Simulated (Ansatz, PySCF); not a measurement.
Gas-phase reaction in SMILES: C[SiH2]O[SiH3] + H+ → C[SiH2][OH+][SiH3]
Each molecule is optimised on its own at B3LYP-D3(BJ)/def2-TZVP (Ansatz, a program for electronic structure), one conformer each, not searched for the lowest.

Property: proton affinity (enthalpy at 298 K, with B3LYP-D3(BJ) rigid-rotor harmonic-oscillator terms from PySCF), positive where the reaction releases energy, in eV. Valence correlation only, unless marked. No spin-orbit coupling. Non-relativistic unless marked X2C. Basis-set limits of correlation are two-point, X^-3; Hartree-Fock from the larger set. [CCSD(T)-MP2]/basis is that difference in the basis named.

```
level                                                                 program  proton affinity (eV)  minus last row
-------------------------------------------------------------  --------------  --------------------  --------------
BLYP/def2-TZVPD                                                        Ansatz                  8.03            0.01
BHLYP-D3(BJ)/def2-TZVPD                                        Ansatz + dftd3                  8.08            0.06
BHLYP-D4/def2-TZVPD                                            Ansatz + dftd4                  8.02            0.00
CAM-B3LYP-D3(BJ)/def2-TZVPD                                    Ansatz + dftd3                  7.98           -0.04
LC-wPBE-D4/def2-TZVPD                                          Ansatz + dftd4                  8.07            0.05
LC-wPBE/def2-TZVPD                                                     Ansatz                  8.08            0.06
B2PLYP-D3(BJ)/def2-TZVPD                                       Ansatz + dftd3                  8.02            0.00
RPA@PBE/cc-pV(T+d)Z                                                    Ansatz                  8.28            0.26
MP2/cc-pV(D+d)Z                                                        Ansatz                  8.28            0.26
RI-MP2/cc-pV(Q+d)Z                                                     Ansatz                  7.98           -0.04
CCSD(T)/cc-pV(D+d)Z                                                    Ansatz                  8.38            0.36
CCSD(T)/cc-pV(T+d)Z                                                    Ansatz                  8.09            0.07
X2C-CCSD(T)/cc-pVTZ-DK                                                 Ansatz                  8.18            0.16
RI-MP2/CBS(cc-pV(T+d)Z,cc-pV(Q+d)Z)+[CCSD(T)-MP2]/cc-pV(T+d)Z          Ansatz                  8.04            0.02
CCSD(T)/CBS(cc-pV(T+d)Z,cc-pV(Q+d)Z)                                   Ansatz                  8.02            0.00
```
